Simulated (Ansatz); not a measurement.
Geometry optimisation, RKS revPBE/def2-SVP (Ansatz 0.2.0).

The input (input.yaml):

```yaml
crystal:
  periodic: [false, false, false]
  atoms:
    - { symbol: Zr, position_ang: [0.48342, 0.172216, -0.20629] }
    - { symbol: F, position_ang: [-1.105705, 0.522067, 2.522218] }
    - { symbol: O, position_ang: [1.607974, -0.130915, -1.73902] }
    - { symbol: H, position_ang: [2.083357, -0.589764, -2.447571] }
    - { symbol: O, position_ang: [-1.055933, 1.185076, -0.774208] }
    - { symbol: H, position_ang: [-1.690486, 1.666936, -1.322174] }
    - { symbol: O, position_ang: [-0.019377, -1.57706, 0.464497] }
    - { symbol: H, position_ang: [-0.74048, -2.01795, 0.946106] }
    - { symbol: Br, position_ang: [1.991714, 1.564809, 1.518245] }
    - { symbol: H, position_ang: [-0.361685, 1.001783, 2.814696] }
basis:
  gaussian: { orbitals: def2-SVP }
hamiltonian:
  xc: revpbe
relax:
  f_tol: 0.03
  max_steps: 50
```

Run as:

```bash
$ ansatz run input.yaml --threads 4 --pin off --max-ram 5120MiB --backend cpu --events-out ev --progress --plain --runs-dir out
```

Question: Where does it end, and by what steps?

Answer: It converged. After 14 steps the energy has fallen by 0.183 eV; H10 moved furthest, 0.56 Å. Joined: Zr1–F2 (3.18 → 2.49 Å).

```tsv
step	energy less start (eV)	largest force component (eV/Å)	accepted
0	0.0000	0.550	yes
1	-0.0621	0.384	yes
2	-0.1224	0.247	yes
3	-0.1509	0.383	yes
4	-0.1544	0.422	yes
5	-0.1735	0.248	yes
6	-0.1658	0.294	no
7	-0.1773	0.185	yes
8	-0.1769	0.149	no
9	-0.1811	0.041	yes
10	-0.1819	0.067	yes
11	-0.1821	0.093	yes
12	-0.1823	0.046	yes
13	-0.1824	0.039	yes
14	-0.1826	0.019	yes
```

```xyz
10
Properties=species:S:1:pos:R:3
Zr 0.284 0.163 0.012
F -0.780 0.647 2.209
O 1.463 -0.036 -1.494
H 2.082 -0.376 -2.154
O -1.228 1.154 -0.689
H -1.653 1.570 -1.454
O -0.141 -1.673 0.485
H -0.842 -2.274 0.784
Br 1.956 1.523 1.621
H 0.052 1.099 2.455
```

Whether the end is a true minimum wasn't checked by a vibrational analysis.

The run took 40 s on 4 threads of Intel(R) Xeon(R) Platinum 8259CL CPU @ 2.50GHz (Skylake/Cascade Lake) (shared host), peak memory 0.23 GiB.
